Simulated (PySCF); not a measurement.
C3H8O2Si.
SMILES: `O=C(O)CC[SiH3]`

Torsions of this conformer, `[O:1]=[C:2]([OH:3])[CH2:4][CH2:5][SiH3:6]`: O1–C2–C4–C5 -23°, C2–C4–C5–Si6 52°, H–O3–C2–O1 -1°.

The closed-shell ground state was solved at several levels (PySCF, density fitting, gas phase, non-relativistic). The structure is a single PBE0-D3(BJ)/def2-SVP conformer in the gas phase; no vibrational or solvent corrections.

| level | basis functions | HOMO (eV) | LUMO (eV) | gap (eV) | dipole (D) |
| --- | --- | --- | --- | --- | --- |
| LC-wPBE/pcSseg-1 | 149 | -10.99 | 2.51 | 13.50 | 2.34 |
| PBE0/pcSseg-1 | 149 | -8.23 | 0.05 | 8.28 | 2.36 |
| PBE/pcSseg-1 | 149 | -6.62 | -1.08 | 5.54 | 2.36 |
| B97-2/pcSseg-1 | 149 | -7.96 | -0.04 | 7.92 | 2.35 |
| KT3/pcSseg-1 | 149 | -6.76 | -1.01 | 5.75 | 2.28 |
| PBE0/def2-SVP | 128 | -8.09 | 0.21 | 8.30 | 2.41 |
| PBE0/6-31G | 74 | -8.08 | 0.07 | 8.15 | 2.16 |

What might PBE0/def2-TZVP (240 basis functions) give for the same quantities?

HOMO -8.19 eV, LUMO 0.00 eV, gap 8.19 eV, dipole 2.41 D.

Over all these levels, which gives the widest orbital gap and which the narrowest?

LC-wPBE/pcSseg-1 (range-separated hybrid) has the widest, 13.50 eV, and PBE/pcSseg-1 (GGA) the narrowest, 5.54 eV. The two share the basis. From the narrowest to the widest the HOMO moves by -4.37 eV and the LUMO by +3.59 eV.

How much does the basis alone move the frontier levels among the 4 PBE0 rows (the withheld one included)?

The HOMO by 0.15 eV and the LUMO by 0.21 eV. By rising basis size (HOMO, LUMO in eV): 6-31G -8.08, 0.07; def2-SVP -8.09, 0.21; pcSseg-1 -8.23, 0.05; def2-TZVP -8.19, 0.00.

In the pcSseg-1 basis, how does the gap go with the fixed share of exact exchange?

PBE (0 %) 5.54 eV; KT3 (0 %) 5.75 eV; B97-2 (21 %) 7.92 eV; PBE0 (25 %) 8.28 eV. Each rise in the share widens the gap here.

How far do the dipole and the HOMO energy spread over the levels?

The dipole runs from 2.16 to 2.41 D (mean 2.33 D) and the HOMO from -10.99 to -6.62 eV.
